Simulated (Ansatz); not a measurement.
CH₃BrSSn (`C[S][Sn][Br]`). The species carries charge 0 and has multiplicity 1. Sn: def2 effective core potential. All single points use the PBE0-D4/def2-TZVP geometry. It is one conformer, not always the lowest.

```xyz
7

C     0.273    0.737    0.614
S     0.954    0.493   -1.047
Sn   -0.038   -1.425   -2.116
Br   -1.627   -2.197   -0.289
H    -0.452   -0.036    0.861
H    -0.206    1.715    0.649
H     1.096    0.712    1.327
```

Problem. What is the dipole moment at PBE/def2-TZVPP? (Estimate.)

Solution. The calculation gave: 1.06 D, with components (0.71, 0.47, -0.63) D in this frame, pointing from negative to positive charge.

Problem. And with r2SCAN, B3LYP, ωB97M-V? (An estimate is asked.)

Solution. The calculation gave: r2SCAN 1.06 D, B3LYP 1.18 D, ωB97M-V 1.22 D.

Problem. Give the Mulliken charges with PBE, r2SCAN, B3LYP in def2-TZVPP. (Best estimate.)

Solution. Ansatz gave: 
```json
{"atom": "C1", "PBE": "-0.24", "r2SCAN": "-0.14", "B3LYP": "-0.25"}
{"atom": "S2", "PBE": "-0.29", "r2SCAN": "-0.32", "B3LYP": "-0.32"}
{"atom": "Sn3", "PBE": "0.54", "r2SCAN": "0.58", "B3LYP": "0.59"}
{"atom": "Br4", "PBE": "-0.37", "r2SCAN": "-0.39", "B3LYP": "-0.40"}
{"atom": "H5", "PBE": "0.12", "r2SCAN": "0.09", "B3LYP": "0.13"}
{"atom": "H6", "PBE": "0.12", "r2SCAN": "0.09", "B3LYP": "0.12"}
{"atom": "H7", "PBE": "0.12", "r2SCAN": "0.09", "B3LYP": "0.12"}
```

B3LYP here is the variant with VWN-RPA as its local correlation; programs differ in this.
